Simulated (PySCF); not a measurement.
# Radial density of As³⁺ (arsenic, charge +3)

UHF, [Ar] 3d10 4s2, closed-shell 1S. All numbers are calculated (PySCF 2.14, no relativity, point nucleus, in dyall-av2z (16s12p8d, 92 functions)).

| r (bohr) | 4πr²ρ (e/bohr) |
| --- | --- |
| 0.000725 | 0.1555 |
| 0.00122 | 0.4261 |
| 0.00205 | 1.141 |
| 0.00345 | 2.944 |
| 0.00580 | 7.130 |
| 0.00976 | 15.56 |
| 0.0164 | 28.48 |
| 0.0276 | 39.31 |
| 0.0464 | 37.02 |
| 0.0781 | 33.50 |
| 0.131 | 46.54 |
| 0.221 | 34.55 |
| 0.372 | 26.46 |
| 0.625 | 26.98 |
| 1.05 | 7.140 |
| 1.77 | 1.710 |
| 2.98 | 0.2196 |
| 5.01 | 0.001726 |
| 8.42 | 1.525e-05 |
